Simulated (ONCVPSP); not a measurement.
Before and after: ONCV potential for chlorine

- Element: Cl (Z = 17)
- Generator: ONCVPSP 4.0.1
- Type: optimised norm-conserving Vanderbilt (ONCV)
- Functional: PBE
- Relativity: scalar-relativistic
- Frozen core: [Ne]
- Valence charge: 7
- Reference configuration: 3s2 3p4 (charge +1)
- Partial waves: 3s: rc 1.30 bohr, ncon 5, nbas 9, qcut 5.1 1/bohr, 2 projectors, debl 0.5 Ha; 3p: rc 1.50 bohr, ncon 5, nbas 9, qcut 5.7 1/bohr, 3 projectors, debl 0.8 Ha
- Local potential: polynomial inside 0.85 bohr (lpopt 1, dvloc0 0 Ha)
- Core correction: Teter function, fcfact 5.5, rcfact 1

In the s channel the program set the typed energies aside and used -1.179, 0.250 Ha.

All-electron outer shells of the reference configuration (PBE, scalar-relativistic, ld1.x):

```
shell  level (eV)  outermost node (bohr)  outermost maximum (bohr)
   2s     -265.52                   0.12                      0.36
   2p     -204.49                      –                      0.30
   3s      -32.09                   0.55                      1.27
   3p      -19.43                   0.53                      1.39
```

Change: s: qcut 5.3.

Cutoffs: the cutoffs (Ha) at which the residual kinetic energy of the hardest occupied pseudo-wave falls to 1 and 0.1 mHa per electron; they do not see the model core or the augmentation charge, which bear on the density cutoff. Errors are all-electron minus pseudo energies relative to the spin-unpolarised reference configuration.

Question: Predict the effect on cutoff, ghosts and configuration errors.

Answer: The potential gets softer (25 Ha and 90 Ha → 18 Ha and 59 Ha); both files keep a bound ghost (p); the errors of the 4 common tests hardly move.

```csv
quantity,base,changed
"cutoff, loose",25 Ha,18 Ha
"cutoff, tight",90 Ha,59 Ha
loose cutoff by channel,"s 25 Ha, p 11 Ha","s 18 Ha, p 11 Ha"
bound ghosts,p,p
GHOST(+) flags under 300 eV,s at 115.8 eV,s at 114.4 eV
"error for 3s2 3p5, meV [ΔE -13.88 eV]",+2.0,+2.0
"error for 3s2 3p3, meV [ΔE 25.45 eV]",+2.4,+2.3
"error for 3s2 3p2, meV [ΔE 63.75 eV]",+26,+26
"error for 3s1 3p5, meV [ΔE 12.71 eV]",-0.1,+0.2
s: phases at 1.32 bohr within 0.05 rad from the reference energy up to (Ha; the scan ends near 5),3.8,3.8
p: phases at 1.53 bohr within 0.05 rad from the reference energy up to (Ha; the scan ends near 5),to the end of the scan,to the end of the scan
"rms error of d²Exc/dni dnj with the model core, mHa",1.52,1.56
```

 A true bound ghost makes a file unfit for plane-wave use even where its test errors are small: the radial tests pick states by their node count and pass the ghost by.
